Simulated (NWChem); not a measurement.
System: CH₃Se₂ anion

```xyz
6

C     -1.3948     1.6905     0.0000
Se     0.4374     0.9390     0.0000
Se    -0.0388    -1.3989     0.0000
H     -1.9323     1.3520     0.8961
H     -1.3187     2.7900     0.0000
H     -1.9323     1.3520    -0.8961
```
Atoms are numbered in this order, from 1.

Computed with NWChem. Sets without diffuse functions describe the anion's extra electron poorly. Geometry: optimised at B3LYP/def2-SVPD. Not confirmed as a minimum by frequencies. The highest occupied level is positive in some or all of these runs, so the extra electron may be held by the finite basis. Total energies compare along this basis series because the functional is fixed.

```json
[
 {"level": "B3LYP/pcseg-1", "basis functions": "83", "energy (Ha)": "-4842.6011", "highest occupied level (eV)": "0.80", "orbital gap (eV)": "3.64"},
 {"level": "B3LYP/aug-pcseg-1", "basis functions": "122", "energy (Ha)": "-4842.6228", "highest occupied level (eV)": "0.00", "orbital gap (eV)": "2.50"},
 {"level": "B3LYP/pcseg-2", "basis functions": "158", "energy (Ha)": "-4843.2741", "highest occupied level (eV)": "0.25", "orbital gap (eV)": "3.41"},
 {"level": "B3LYP/STO-3G", "basis functions": "44", "energy (Ha)": "-4789.0866", "highest occupied level (eV)": "5.44", "orbital gap (eV)": "4.85"},
 {"level": "B3LYP/def2-SVP", "basis functions": "93", "energy (Ha)": "-4842.5240", "highest occupied level (eV)": "0.97", "orbital gap (eV)": "3.67"}
]
```
